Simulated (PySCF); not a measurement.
H2I2O2Si, SMILES O[Si](O)(I)I.

Coordinates come from a PBE-D3(BJ)/def2-SVP optimisation. The def2 effective core potentials stand for the cores of I; spin–orbit coupling is left out. The values are those of a single conformer.

Computed with PBE-D3(BJ)/def2-SVP in PySCF.

Frequencies are harmonic and unscaled.

```json
[
 {"mode": "1", "ν (cm⁻¹)": "73", "IR (km/mol)": "5.3", "Raman (Å⁴/amu)": "3.9", "depolarisation": "0.62", "moving atoms (share of kinetic energy)": "I 74 %, O 13 %"},
 {"mode": "2", "ν (cm⁻¹)": "123", "IR (km/mol)": "47.3", "Raman (Å⁴/amu)": "3.2", "depolarisation": "0.57", "moving atoms (share of kinetic energy)": "O 49 %, H 41 %, I 9 %"},
 {"mode": "3", "ν (cm⁻¹)": "174", "IR (km/mol)": "28.1", "Raman (Å⁴/amu)": "0.3", "depolarisation": "0.75", "moving atoms (share of kinetic energy)": "H 76 %, O 16 %"},
 {"mode": "4", "ν (cm⁻¹)": "197", "IR (km/mol)": "4.5", "Raman (Å⁴/amu)": "2.3", "depolarisation": "0.75", "moving atoms (share of kinetic energy)": "O 59 %, Si 33 %"},
 {"mode": "5", "ν (cm⁻¹)": "207", "IR (km/mol)": "9.2", "Raman (Å⁴/amu)": "7.2", "depolarisation": "0.35", "moving atoms (share of kinetic energy)": "O 47 %, H 27 %, I 24 %"},
 {"mode": "6", "ν (cm⁻¹)": "220", "IR (km/mol)": "45.7", "Raman (Å⁴/amu)": "3.4", "depolarisation": "0.75", "moving atoms (share of kinetic energy)": "O 55 %, H 27 %, I 18 %"},
 {"mode": "7", "ν (cm⁻¹)": "234", "IR (km/mol)": "45.6", "Raman (Å⁴/amu)": "2.5", "depolarisation": "0.04", "moving atoms (share of kinetic energy)": "O 43 %, H 36 %, I 14 %"},
 {"mode": "8", "ν (cm⁻¹)": "363", "IR (km/mol)": "80.8", "Raman (Å⁴/amu)": "5.0", "depolarisation": "0.02", "moving atoms (share of kinetic energy)": "O 49 %, Si 42 %"},
 {"mode": "9", "ν (cm⁻¹)": "422", "IR (km/mol)": "201.6", "Raman (Å⁴/amu)": "0.7", "depolarisation": "0.75", "moving atoms (share of kinetic energy)": "Si 81 %, H 9 %"},
 {"mode": "10", "ν (cm⁻¹)": "761", "IR (km/mol)": "223.2", "Raman (Å⁴/amu)": "4.7", "depolarisation": "0.06", "moving atoms (share of kinetic energy)": "H 48 %, O 45 %"},
 {"mode": "11", "ν (cm⁻¹)": "818", "IR (km/mol)": "366.2", "Raman (Å⁴/amu)": "0.3", "depolarisation": "0.75", "moving atoms (share of kinetic energy)": "H 67 %, O 22 %, Si 10 %"},
 {"mode": "12", "ν (cm⁻¹)": "847", "IR (km/mol)": "19.8", "Raman (Å⁴/amu)": "5.6", "depolarisation": "0.06", "moving atoms (share of kinetic energy)": "H 43 %, O 33 %, Si 24 %"},
 {"mode": "13", "ν (cm⁻¹)": "940", "IR (km/mol)": "62.5", "Raman (Å⁴/amu)": "3.0", "depolarisation": "0.75", "moving atoms (share of kinetic energy)": "Si 44 %, O 41 %, H 16 %"},
 {"mode": "14", "ν (cm⁻¹)": "3727", "IR (km/mol)": "108.5", "Raman (Å⁴/amu)": "128.2", "depolarisation": "0.75", "moving atoms (share of kinetic energy)": "H 94 %"},
 {"mode": "15", "ν (cm⁻¹)": "3729", "IR (km/mol)": "72.0", "Raman (Å⁴/amu)": "193.8", "depolarisation": "0.11", "moving atoms (share of kinetic energy)": "H 94 %"}
]
```
